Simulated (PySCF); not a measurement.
H₈NSi₂, charge +1, singlet, geometry from GFN2-xTB; PBE0/6-31G (PySCF).

The PySCF input:
```python
from pyscf import gto, scf, dft, solvent

mol = gto.Mole()
mol.atom = '''
    Si    1.54600793    0.58315115   -0.00244851
    N     0.16715529   -0.70340278   -0.13194739
    Si   -1.63974379   -0.18870319    0.07644079
    H     2.73344181   -0.23216608   -0.22135926
    H     1.19062998    1.49389212   -1.07974158
    H     1.35210232    1.07602060    1.35246230
    H     0.36178478   -1.43715591    0.54863549
    H     0.25653425   -1.16477986   -1.03671804
    H    -1.79113420    0.77146055   -1.00590366
    H    -1.62966186    0.35358903    1.42630022
    H    -2.33148210   -1.45931241   -0.09593572
'''
mol.basis = '6-31g'
mol.charge = 1
mol.verbose = 4
mol.build()

mf = dft.RKS(mol)
mf.xc = 'pbe0'
mf.kernel()
mf.analyze()
```

### Question
What does PySCF print? Leave out banner, timings and long lists.

### Answer

```
PySCF version 2.14.0

[INPUT] verbose = 4
[INPUT] num. atoms = 11
[INPUT] num. electrons = 42
[INPUT] charge = 1
[INPUT] spin (= nelec alpha-beta = 2S) = 0
[INPUT] symmetry False subgroup None
[INPUT] Mole.unit = angstrom
[INPUT] Symbol           X                Y                Z      unit          X                Y                Z       unit  Magmom
[...]
nuclear repulsion = 161.935425650972
number of shells = 35
number of NR pGTOs = 146
number of NR cGTOs = 51
basis = 6-31g
ecp = {}

******** <class 'pyscf.dft.rks.RKS'> ********
method = RKS
initial guess = minao
damping factor = 0
level_shift factor = 0
DIIS = <class 'pyscf.scf.diis.CDIIS'>
diis_start_cycle = 1
diis_space = 8
diis_damp = 0
SCF conv_tol = 1e-09
SCF conv_tol_grad = None
SCF max_cycles = 50
direct_scf = True
direct_scf_tol = 1e-13
XC library pyscf.dft.libxc version 7.1.2
    S. Lehtola, C. Steigemann, M. J. T. Oliveira, and M. A. L. Marques,  SoftwareX 7, 1–5 (2018)
XC functionals = pbe0
    C. Adamo and V. Barone,  J. Chem. Phys. 110, 6158 (1999)
    M. Ernzerhof and G. E. Scuseria,  J. Chem. Phys. 110, 5029 (1999)
radial grids:
    Treutler-Ahlrichs [JCP 102, 346 (1995); DOI:10.1063/1.469408] (M4) radial grids

becke partition: Becke, JCP 88, 2547 (1988); DOI:10.1063/1.454033
pruning grids: <function nwchem_prune>
grids dens level: 3
symmetrized grids: False
atomic radii adjust function: <function treutler_atomic_radii_adjust>
small_rho_cutoff = 0
Set gradient conv threshold to 3.16228e-05
Initial guess from minao.
tot grids = 130728
init E= -638.032437334227
[...]
cycle= 1 E= -637.860010308997  delta_E= 0.172  |g|= 0.205  |ddm|=  2.6
[...]
cycle= 2 E= -637.872960415906  delta_E= -0.013  |g|= 0.117  |ddm|= 0.523
[...]
cycle= 3 E= -637.876831057097  delta_E= -0.00387  |g|= 0.0424  |ddm|= 0.161
[...]
cycle= 4 E= -637.877220836625  delta_E= -0.00039  |g|= 0.0092  |ddm|= 0.0411
[...]
cycle= 5 E= -637.877244680411  delta_E= -2.38e-05  |g|= 0.000473  |ddm|= 0.0113
[...]
cycle= 6 E= -637.877244785307  delta_E= -1.05e-07  |g|= 0.000111  |ddm|= 0.00132
[...]
cycle= 7 E= -637.877244791183  delta_E= -5.88e-09  |g|= 1.63e-05  |ddm|= 0.000256
[...]
cycle= 8 E= -637.877244791316  delta_E= -1.33e-10  |g|= 9.05e-07  |ddm|= 3.39e-05
[...]
Extra cycle  E= -637.877244791315  delta_E= 9.09e-13  |g|= 6.5e-07  |ddm|= 2.38e-06
converged SCF energy = -637.877244791315
**** SCF Summaries ****
Total Energy =                        -637.877244791315434
Nuclear Repulsion Energy =             161.935425650972036
One-electron Energy =                -1194.178805146023933
Two-electron Energy =                  394.366134703736520
Two-electron Coulomb Energy =          445.515053261881633
DFT Exchange-Correlation Energy =      -51.148918558145120
HOMO-LUMO gap [eV] =                     9.470003138195903
**** MO energy ****
[...]
 ** Mulliken pop on meta-lowdin orthogonal AOs  **
 ** Mulliken pop  **
 ** Mulliken atomic charges  **
charge of    0Si =      0.50005
charge of    1N =     -0.52802
charge of    2Si =      0.50006
charge of    3H =     -0.00192
charge of    4H =     -0.00578
charge of    5H =     -0.00578
charge of    6H =      0.27744
charge of    7H =      0.27744
charge of    8H =     -0.00578
charge of    9H =     -0.00578
charge of   10H =     -0.00192

WARN: System has nonzero charge 1; the dipole moment is origin-dependent.
Location of origin: [0. 0. 0.]

Dipole moment(X, Y, Z, Debye):  0.37981, -1.59818, -0.29980
```
